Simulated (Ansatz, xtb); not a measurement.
# C4H10GeS: 5 structures ranked

5 gas-phase structures of C4H10GeS, from a drawn sample of its isomers (lower ones may exist). Each was relaxed with GFN2-xTB; where two conformers were screened, the lower at r2SCAN-D4/def2-SVP is listed:

A. `S[C@H]1C[C@@H]([GeH3])C1`, a singlet
B. `S[C@H]1C[C@H]([GeH3])C1`, a singlet
C. `S[C@@H]1CC[C@H]1[GeH3]`, a singlet
D. `S[C@@H]1CC[C@@H]1[GeH3]`, a singlet
E. `S[C]1([GeH3])CCC1`, a singlet

Question: Which do you expect lowest at r2SCAN-D4/def2-SVP, and how would the others follow?

Answer: Calculated order at r2SCAN-D4/def2-SVP: E (0.0), B (0.7), D (0.9), C (1.2), A (2.5) kcal/mol. Less than 1 kcal/mol parts E and B; B and D; D and C, so the order within those pairs means little.

Energies above the lowest of each column, in kcal/mol; the last columns are at PBE-D3(BJ)/def2-SVP geometries:

```csv
structure,GFN2-xTB,HF/STO-3G,r2SCAN-D4/def2-SVP,PBE-D3(BJ)/def2-SVP,CCSD(T)/def2-SVP + ΔMP2/def2-TZVPP
E,1.6,4.1,0.0,0.6,0.4
B,1.6,0.0,0.7,0.9,0.8
D,0.0,2.4,0.9,0.2,0.5
C,1.3,0.3,1.2,0.0,0.0
A,2.7,2.4,2.5,1.3,1.0
```

CCSD(T)/def2-SVP + ΔMP2/def2-TZVPP has A and B and C and D and E within 1 kcal/mol of each other at the bottom, and every level picks one of them. CCSD(T)/def2-SVP + ΔMP2/def2-TZVPP orders those it was run on as C (0.0), E (0.4), D (0.5), B (0.8), A (1.0) kcal/mol. Less than 1 kcal/mol parts C and E; E and D; D and B; B and A, so the order within those pairs means little. Flexible structures stand in one conformer each, not always the lowest. ΔMP2 is the change of the MP2 energy from the smaller to the larger basis.

Over these structures GFN2-xTB departs from r2SCAN-D4/def2-SVP by 0.7 kcal/mol on average once a common shift is removed. A GFN2-xTB relaxation took about 0.37 s and the r2SCAN-D4/def2-SVP energy about 6.6 s on a shared host (Ansatz 0.2.0, xtb 6.7.1).
